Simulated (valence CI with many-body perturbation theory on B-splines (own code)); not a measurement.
## Ta41+: E2, M1 decay

Calculated by configuration interaction combined with many-body perturbation theory (CI+MBPT): four valence electrons over a frozen Dirac-Fock core [Ar] 3d10, a basis of 11 s, 11 p, 9 d, 7 f, 5 g, 2 h, 1 i functions for each j, with the one-electron correlation potential Σ1 (screened to all orders), the two-electron term Σ2, the three-electron term Σ3, Breit, model QED; selected single and double excitations, second order for the rest (own B-spline code, finite nucleus).

The last digits are not significant, and no measured levels were compared; by estimate large intervals hold to a few tenths of a per cent, small ones and those within an open d or f shell to about a per cent.

Lines 1 to 11 of 11 in falling wavelength, among levels below 34.835 Ry, chosen from the decays that carry over 1 % of a level's rate. Wavelengths and rates use the calculated energies. Electric multipoles are in the length gauge, E1 and E2 with the static RPA response of the core. S is in atomic units (e²a₀⁴ for E2 and M2, e²a₀⁶ for E3), for M1 in squared Bohr magnetons. Weak lines are less certain than strong ones. Lines between different terms over intervals too small for the method are left out, as are lines whose strength nearly cancels.

Levels are named by their leading jj configuration (3d3/2^4 stands for four electrons in 3d with j = 3/2), which in mixed levels can hold well under half, so a name can repeat and another be missing.

| λ vac (Å) | Upper | Lower | Type | A (s⁻¹) | S (a.u.) |
| --- | --- | --- | --- | --- | --- |
| 174.1 | (4s^2 4p3/2 4d5/2) J=4 | (4s 4p1/2 4p3/2^2) J=3 | M1 | 1.00e+06 | 1.76e+00 |
| 146.1 | (4s^2 4p1/2 4p3/2) J=1 | (4s^2 4p1/2^2) J=0 | M1 | 4.00e+06 | 1.39e+00 |
| 145.4 | (4s^2 4p3/2 4d5/2) J=4 | (4s^2 4p1/2 4d5/2) J=3 | M1 | 2.19e+06 | 2.25e+00 |
| 140.8 | (4s^2 4p3/2^2) J=2 | (4s^2 4p1/2 4p3/2) J=2 | M1 | 3.30e+06 | 1.71e+00 |
| 140.8 | (4s^2 4p3/2^2) J=2 | (4s^2 4p1/2 4p3/2) J=2 | E2 | 2.05e+05 | 5.07e-02 |
| 139.2 | (4s^2 4p1/2 4p3/2) J=2 | (4s^2 4p1/2^2) J=0 | E2 | 1.11e+05 | 2.60e-02 |
| 134.4 | (4s^2 4p3/2^2) J=2 | (4s^2 4p1/2 4p3/2) J=1 | M1 | 3.45e+06 | 1.55e+00 |
| 134.4 | (4s^2 4p3/2^2) J=2 | (4s^2 4p1/2 4p3/2) J=1 | E2 | 1.01e+05 | 1.98e-02 |
| 127.6 | (4s^2 4p3/2^2) J=0 | (4s^2 4p1/2 4p3/2) J=2 | E2 | 4.49e+05 | 1.36e-02 |
| 122.4 | (4s^2 4p3/2^2) J=0 | (4s^2 4p1/2 4p3/2) J=1 | M1 | 8.50e+06 | 5.77e-01 |
| 74.78 | (4s^2 4p3/2 4d5/2) J=4 | (4s 4p1/2^2 4p3/2) J=2 | E2 | 6.01e+04 | 1.13e-03 |
